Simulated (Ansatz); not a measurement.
Reaction (cleavage of the Si–As bond): `O[SiH2][AsH2]` + `O[SiH2]F` → `O[SiH2]O[SiH2]F` + arsine

Computed with Ansatz on PBE0-D4/def2-TZVP structures; ΔE is electronic, products minus reactants. CCSD(T)/CBS is the MP2 limit (def2-TZVPP, def2-QZVPP) plus CCSD(T) − MP2 in def2-TZVPP, frozen cores. DFT in def2-TZVPP. B3LYP here is the variant with VWN-RPA as its local correlation; programs differ in this. HSE06 is defined as in plane-wave codes. For As outer-core shells are correlated without core-valence functions, which leaves a few kJ/mol of doubt a bond. Scalar relativity is left out up to krypton. Each species was taken in one conformer, which may not be the lowest.

```tsv
level	ΔE (kcal/mol)	difference from CCSD(T)/CBS
LDA (SPW92)	-20.9	3.4
PBE-D4	-19.7	4.6
BLYP-D4	-23.7	0.6
r2SCAN-D4	-23.6	0.7
B97M-V	-25.3	-1.0
PBE0-D4	-21.4	2.9
B3LYP-D4	-24.8	-0.5
r2SCANh-D4	-23.8	0.5
r2SCAN0-D4	-24.2	0.1
HSE06-D4	-21.3	3.0
BHLYP-D4	-27.0	-2.7
CAM-B3LYP-D4	-26.5	-2.2
ωB97X-V	-24.4	-0.1
ωB97M-V	-24.5	-0.2
B2PLYP	-25.3	-1.0
PBE-QIDH	-23.4	0.9
PBE	-19.7	4.6
revPBE	-19.3	5.0
BLYP	-23.7	0.6
r2SCAN	-23.6	0.7
PBE0	-21.3	3.0
B3LYP	-24.8	-0.5
r2SCANh	-23.8	0.5
r2SCAN0	-24.1	0.2
HSE06	-21.2	3.1
BHLYP	-27.2	-2.9
CAM-B3LYP	-26.5	-2.2
RPA@PBE/def2-TZVPP	-25.3	-1.0
HF/def2-SVP	-29.0	-4.7
MP2/def2-SVP	-25.5	-1.2
CCSD/def2-SVP	-26.2	-1.9
HF/def2-TZVPP	-30.1	-5.8
MP2/def2-TZVPP	-24.6	-0.3
SCS-MP2/def2-TZVPP	-26.0	-1.7
CCSD/def2-TZVPP	-25.8	-1.5
CCSD(T)/def2-TZVPP	-25.0	-0.7
HF/def2-QZVPP	-30.9	-6.6
MP2/def2-QZVPP	-24.4	-0.1
SCS-MP2/def2-QZVPP	-25.9	-1.6
CCSD/CBS(def2)	-25.1	-0.8
CCSD(T)/CBS	-24.3	0
```

Largest T1 diagnostic among the species: 0.012.

From BLYP to BHLYP (50 % exact exchange), in def2-TZVPP and without D4, ΔE moves by −3.5 kcal/mol. At CCSD(T), def2-SVP lies −1.4 kcal/mol from the extrapolated value and def2-TZVPP −0.7 kcal/mol. In def2-TZVPP, CCSD(T) changes the Hartree–Fock value by +5.2 kcal/mol (the triples alone add +0.8 kcal/mol) and MP2 by +5.6 kcal/mol.
